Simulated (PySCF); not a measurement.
**Fe (iron, neutral): UHF calculation**

Configuration: [Ar] 3d6 4s2, high-spin 5D determinant. Calculation: PySCF 2.14, in aug-cc-pVDZ (7s6p4d2f, 59 functions); no relativity, point nucleus.

* Total energy: -1262.451471 hartree
* One-electron energy: -1744.5309 hartree
* Hartree (Coulomb) energy: 536.4939 hartree
* Exchange energy: -54.4145 hartree
* Kinetic energy: 1262.53152 hartree
* ⟨S²⟩: 6.0160
* ⟨L²⟩: 6.018
* Sum of ⟨r⟩: 21.88 bohr
* Sum of ⟨r²⟩: 41.24 bohr²
* Traceless quadrupole moment −½Σ⟨3z² − r²⟩ along its main axis: 0.223 e·bohr²
* Density at the nucleus (Gaussians lack the cusp): 11800 bohr⁻³
* Spin density at the nucleus: 1.13 bohr⁻³
* Langevin diamagnetic susceptibility: -32.7 ×10⁻⁶ cm³/mol

```csv
shell,electrons,mean orbital energy (hartree),spread (hartree),"rms radius, mean of both spins (bohr)"
1s α,1,-261.37423,0,0.0685
1s β,1,-261.37101,0,0.0685
2s α,1,-31.99884,0,0.292
2s β,1,-31.87317,0,0.292
2p α,3,-27.47579,0.03401,0.262
2p β,3,-27.35237,0.00053,0.262
3s α,1,-4.34991,0,0.880
3s β,1,-3.99763,0,0.880
3p α,3,-2.95870,0.07484,0.940
3p β,3,-2.53413,0.05157,0.940
3d α,5,-0.68852,0.08707,1.23
3d β,1,-0.48159,0,1.23
4s α,1,-0.27815,0,3.52
4s β,1,-0.24193,0,3.52
```

Spin-orbit constants ζ (cm⁻¹) from the X2C one-electron operator on these orbitals (non-relativistic here): bare nucleus, nucleus screened by l(l+1)(2l+1)/3 electrons, and screened by the Breit-Pauli mean field of the electrons.

```
shell   bare  screened nucleus  mean field
   2p  67950             62730       60280
   3p   8186              7556        7208
   3d  780.8             480.5       433.2
```

To first order the Landé constant is A = -108.3 cm⁻¹, so the lowest level has J = 4 and lies 0.0537 eV below the centre of the term. This holds in LS coupling only.
